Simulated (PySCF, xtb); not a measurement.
MoO2FBr, SMILES [Br][Mo]([F])(=[O])=[O], multiplicity 1.

Harmonic wavenumbers (cm⁻¹) from GFN2-xTB in xtb at its own minimum, in rising order: 136, 165, 211, 217, 256, 315, 525, 932, 1000.

Q: What does PySCF with PBE-D3(BJ)/def2-SVP give at its own minimum? (Estimate from the structure and the level; the computed values follow.)

A: 131, 168, 218, 230, 311, 375, 703, 1002, 1019. Paired by order, the mean absolute difference is 45 cm⁻¹ and the zero-point energies are 5.4 and 5.9 kcal/mol.
